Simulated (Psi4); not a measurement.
H₄Se₄Sn, singlet, geometry from GFN2-xTB (such geometries of metal compounds can be far from the true shape) (core potentials on Sn); PBE/def2-TZVPP (Psi4 1.11).

Input for Psi4:
```
memory 2 GB

molecule {
0 1
  Se    0.15786753    1.99662972   -1.65907460
  Sn    0.01486756    0.02332549    0.00596337
  Se   -1.97242500    0.46020265    1.61084618
  Se   -0.37810917   -2.22914140   -1.24876831
  Se    2.22936653   -0.20172374    1.29989251
  H    -1.23963685    1.94769934   -2.00561007
  H    -1.67253032   -0.66036462    2.45901986
  H    -1.80596553   -2.08125466   -1.30492847
  H     2.72695931   -1.25524012    0.45489456
}

set basis def2-tzvpp

energy('pbe')
print_variables()
```

It wrote (shortened):

```
   => Loading Basis Set <=

    Name: DEF2-TZVPP
    Role: ORBITAL
    Keyword: BASIS

    !!!  WARNING: ECP capability is in beta. Please check occupations closely.  !!!

         ---------------------------------------------------------
                                   SCF
               by Justin Turney, Rob Parrish, Andy Simmonett
                          and Daniel G. A. Smith
                              RKS Reference
         ---------------------------------------------------------

  ==> Geometry <==

    Molecular point group: c1
    Full point group: C1

    Geometry (in Angstrom), charge = 0, multiplicity = 1:

       Center              X                  Y                   Z               Mass
    ------------   -----------------  -----------------  -----------------  -----------------
         SE           0.151761062777     1.990302406869    -1.660307049612    79.916521800000
         SN           0.008761092777     0.016998176869     0.004730920388   119.902201630000
         SE          -1.978531467223     0.453875336869     1.609613730388    79.916521800000
         SE          -0.384215637223    -2.235468713131    -1.250000759612    79.916521800000
         SE           2.223260062777    -0.208051053131     1.298660060388    79.916521800000
         H           -1.245743317223     1.941372026869    -2.006842519612     1.007825032230
         H           -1.678636787223    -0.666691933131     2.457787410388     1.007825032230
         H           -1.812071997223    -2.087581973131    -1.306160919612     1.007825032230
         H            2.720852842777    -1.261567433131     0.453662110388     1.007825032230

  Running in c1 symmetry.

  Rotational constants: A =      0.01185  B =      0.01158  C =      0.01135 [cm^-1]
  Rotational constants: A =    355.22298  B =    347.08082  C =    340.32130 [MHz]
  Nuclear repulsion = 1593.737834305029310

  Charge       = 0
  Multiplicity = 1
  Electrons    = 162
  Nalpha       = 81
  Nbeta        = 81

  ==> Algorithm <==

  SCF Algorithm Type is DF.
  DIIS enabled.
  MOM disabled.
  Fractional occupation disabled.
  Guess Type is SAD.
  Energy threshold   = 1.00e-06
  Density threshold  = 1.00e-06
  Integral threshold = 1.00e-12

  ==> Primary Basis <==

  Basis Set: DEF2-TZVPP
    Blend: DEF2-TZVPP
    Number of shells: 104
    Number of basis functions: 298
    Number of Cartesian functions: 339
    Spherical Harmonics?: true
    Max angular momentum: 3

  Core potential: DEF2-TZVPP
    Number of shells: 4
    Number of ECP primitives: 18
    Number of ECP core electrons: 28
    Max angular momentum: 3

  ==> DFT Potential <==

   => LibXC <=

    Version 7.1.2
    S. Lehtola, C. Steigemann, M. J. T. Oliveira, and M. A. L. Marques,  SoftwareX 7, 1–5 (2018) (10.1016/j.softx.2017.11.002)

   => Composite Functional: PBE <=

    PBE GGA Exchange-Correlation Functional

    J.P. Perdew et. al., Phys. Rev. Lett., 77(18), 3865-3868, 1996

    Deriv               =              1
    GGA                 =           TRUE
    Meta                =          FALSE

    Exchange Hybrid     =          FALSE
    MP2 Hybrid          =          FALSE

   => Exchange Functionals <=

    1.0000     XC_GGA_X_PBE

   => Correlation Functionals <=

    1.0000     XC_GGA_C_PBE

   => LibXC Density Thresholds  <==

    XC_GGA_C_PBE:  1.00E-12
    XC_GGA_X_PBE:  1.00E-15

   => Molecular Quadrature <=

    Radial Scheme          =       TREUTLER
    Pruning Scheme         =           NONE
    Nuclear Scheme         =       TREUTLER

    Blocking Scheme        =         OCTREE
    BS radius alpha        =              1
    Pruning alpha          =              1
    Radial Points          =             75
    Spherical Points       =            302
    Total Points           =         194123
    Total Blocks           =           1534
    Max Points             =            256
    Max Functions          =            238
    Weights Tolerance      =       1.00E-15

[...]
    Algorithm:                 Core
    Schwarz Cutoff:           1E-12
    Mask sparsity (%):      13.4228
    Fitting Condition:        1E-10

   => Auxiliary Basis Set <=

  Basis Set: (DEF2-TZVPP AUX)
    Blend: DEF2-UNIVERSAL-JKFIT
    Number of shells: 310
    Number of basis functions: 1354
    Number of Cartesian functions: 1873
    Spherical Harmonics?: true
    Max angular momentum: 5

  Minimum eigenvalue in the overlap matrix is 3.2051749904E-03.
  Reciprocal condition number of the overlap matrix is 6.3944045836E-04.
    Using symmetric orthogonalization.

  ==> Pre-Iterations <==

  SCF Guess: Superposition of Atomic Densities via on-the-fly atomic UHF (no occupation information).

 WARNING: Atomic UHF is not converging! Try casting from a smaller basis or call Rob at CCMST.
   -------------------------
    Irrep   Nso     Nmo
   -------------------------
     A        298     298
   -------------------------
    Total     298     298
   -------------------------

  ==> Iterations <==

                           Total Energy        Delta E     RMS |[F,P]|

   @DF-RKS iter SAD: -9811.67450076935711   -9.81167e+03   0.00000e+00
   @DF-RKS iter   1: -9818.23284346212131   -6.55834e+00   1.49887e-02 DIIS/ADIIS
   @DF-RKS iter   2: -9815.74958434923610    2.48326e+00   2.00891e-02 DIIS/ADIIS
   @DF-RKS iter   3: -9821.54627863932001   -5.79669e+00   1.14082e-03 DIIS/ADIIS
   @DF-RKS iter   4: -9821.44990666671038    9.63720e-02   1.57624e-03 DIIS/ADIIS
   @DF-RKS iter   5: -9821.60344244528278   -1.53536e-01   2.22767e-04 DIIS/ADIIS
   @DF-RKS iter   6: -9821.60557956609591   -2.13712e-03   5.18947e-05 DIIS
   @DF-RKS iter   7: -9821.60569908450816   -1.19518e-04   2.49182e-05 DIIS
   @DF-RKS iter   8: -9821.60572918578328   -3.01013e-05   7.90369e-06 DIIS
   @DF-RKS iter   9: -9821.60573228691464   -3.10113e-06   1.90382e-06 DIIS
   @DF-RKS iter  10: -9821.60573246776221   -1.80848e-07   3.34205e-07 DIIS
  Energy and wave function converged.

  ==> Post-Iterations <==

   Electrons on quadrature grid:
      Ntotal   =  161.9999536730 ; deviation = -4.633e-05

    Orbital Energies [Eh]
    ---------------------

    Doubly Occupied:

[...]
    Virtual:

[...]
     298A    113.413876

    Final Occupation by Irrep:
              A
    DOCC [    81 ]
    NA   [    81 ]
    NB   [    81 ]

  @DF-RKS Final Energy: -9821.60573246776221

   => Energetics <=

    Nuclear Repulsion Energy =           1593.7378343050293097
    One-Electron Energy =              -16935.8568953363355831
    Two-Electron Energy =                5887.1788381830647268
    DFT Exchange-Correlation Energy =    -366.6655096195202646
    Empirical Dispersion Energy =           0.0000000000000000
    VV10 Nonlocal Energy =                  0.0000000000000000
    Total Energy =                      -9821.6057324677622091

Computation Completed

Properties will be evaluated at   0.000000,   0.000000,   0.000000 [a0]

Properties computed using the SCF density matrix

 Multipole Moments:

 ------------------------------------------------------------------------------------
     Multipole            Electronic (a.u.)      Nuclear  (a.u.)        Total (a.u.)
 ------------------------------------------------------------------------------------

 L = 1.  Multiply by 2.5417464519 to convert [e a0] to [Debye]
 Dipole X            :          2.4573340           -2.6560828           -0.1987489
 Dipole Y            :          2.9580327           -3.1712216           -0.2131889
 Dipole Z            :          0.7034856           -0.6928309            0.0106548
 Magnitude           :                                                    0.2916576

 ------------------------------------------------------------------------------------

  Variable Map:
  ----------------------------------------------------------------------------
[...]
  Array Variable Map:
  ----------------------------------------------------------------------------
[...]
[...]
```
